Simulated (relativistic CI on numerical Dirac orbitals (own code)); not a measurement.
Calculated at this level of theory: Dirac-Coulomb-Breit CI, separate exchange-only KLI orbitals for each configuration, a model potential for QED, unscaled Slater integrals (own radial code, finite nucleus).

The strongest absorption lines from the ground level of an ion, among the configurations computed and to levels below about 2150 eV (vacuum wavelength in Å, gf): 5.8101 (0.051), 5.8292 (0.029), 6.6981 (0.11), 6.7427 (0.065), 9.3746 (0.37), 9.5511 (0.23), 82.592 (0.41), 137.97 (0.12).

(1) Which ion is it?
A. Ag XXXVII
B. Sn XL
C. Ba XLVI
D. Sn XLII

Results:

(1) B. Sn XL has 11 electrons and the ground level 3s ²S1/2; the strongest line goes to 3p ²P°3/2. The pattern of lines fixes the number of electrons, and along that sequence the line energies rise steadily with the charge (about as its square where n changes within one kind of shell, about linearly where n is kept but much faster in heavy ions where fine structure, which grows about as Z⁴, sets the gap, and irregularly where shells cross), which fixes Z. Configurations outside the model, such as inner-shell arrays, can give stronger lines. At this charge energies of transitions that change n are usually good to better than 1 %, and those within a shell (Δn = 0) to a few per cent.
